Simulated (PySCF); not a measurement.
# How methods differ on the excitation energy of Ge⁺

Ge⁺ [Ar] 3d10 4s2 4p1 (2P) → Ge⁺ [Ar] 3d10 4s1 4p2 (4P), as a difference of total energies. All numbers are calculated (PySCF 2.14, scalar relativity by spin-free X2C-1e, in x2c-TZVPPall (6s5p4d1f, 48 functions)). Correlated levels: valence: [Ar] 3d10 frozen; valence and next inner shell: [Ne] frozen. The calculations carry no spin-orbit coupling.

Task: Order these methods by the excitation energy they give, lowest first.
A. SCS-MP2 (valence)
B. r2SCANh
C. LDA
D. MN15

Result: A (48339 cm⁻¹), B (50391 cm⁻¹), D (52618 cm⁻¹), C (57606 cm⁻¹).

Errors of the correlated levels include the incompleteness of this basis and the frozen core.

For comparison: 51531 cm⁻¹ (measured; NIST levels, between the centres of gravity of the two terms).
